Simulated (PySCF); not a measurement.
Two species compared at the same levels of theory.

First species: C5H7NS2.
InChI=1S/C5H7NS2/c6-3-5-1-2-7-4-8-5/h5H,1-2,4H2/t5-/m0/s1

Second species: C3H5PSSi.
Z-matrix (Å and degrees, GFN2-xTB geometry), rows numbered from 1:
```
Si
C   1  1.8879
C   2  1.3533  1  123.06
S   3  1.7174  2  118.32  1  -179.96
C   4  1.7145  3   94.26  2     0.01
P   5  1.7026  4  118.48  3    -0.02
H   1  1.4643  2  107.88  3    -0.17
H   1  1.4638  2  108.64  3  -120.18
H   1  1.4638  2  108.63  3   119.83
H   3  1.0759  2  125.29  1     0.05
H   5  1.0760  4  116.55  3   180.00
```

Levels: PBE0/def2-SVPD for HOMO energy, LUMO energy, HOMO–LUMO gap and static isotropic polarisability; TDDFT PBE0/def2-SVPD for lowest singlet excitation; TDA PBE0/def2-SVPD for lowest triplet excitation (Tamm–Dancoff). Geometries: GFN2-xTB. All species are isolated and taken at one optimised geometry, non-relativistic unless stated; the electronic structure was computed with PySCF and density fitting.

```json
{"property": "HOMO energy", "column X": "-7.07 eV", "column Y": "-6.70 eV"}
{"property": "LUMO energy", "column X": "-1.49 eV", "column Y": "-0.51 eV"}
{"property": "HOMO–LUMO gap", "column X": "5.58 eV", "column Y": "6.19 eV"}
{"property": "lowest singlet excitation", "column X": "4.99 eV", "column Y": "4.90 eV"}
{"property": "lowest triplet excitation (Tamm–Dancoff)", "column X": "3.12 eV", "column Y": "4.38 eV"}
{"property": "static isotropic polarisability", "column X": "103.1 au", "column Y": "97.8 au"}
```

(1) Which column belongs to which species?

(2) How does each property change from the first species to the second?

Answers

(1) Column X is the second species and column Y the first. The first has 15 atoms and 76 electrons, the second 11 and 68.

(2) HOMO energy -0.37 eV; LUMO energy -0.98 eV; HOMO–LUMO gap -0.61 eV; lowest singlet excitation +0.09 eV; lowest triplet excitation (Tamm–Dancoff) -1.26 eV; static isotropic polarisability +5.3 au.

On the first: No computed singlet falls in the visible range (750 to 380 nm, 1.65 to 3.26 eV); S1 lies 1.64 eV above its blue end. S1 lies 1.29 eV below the HOMO–LUMO gap; its leading configuration is HOMO→LUMO, weight 0.82.

On the second: The polarisability is 15.27 Å³ as a volume (1 au = 0.148185 Å³), or 1.52 au for each of the 68 electrons. S1 lies 0.59 eV below the HOMO–LUMO gap; its leading configuration is HOMO→LUMO, weight 0.74.

One conformer stands for the species.
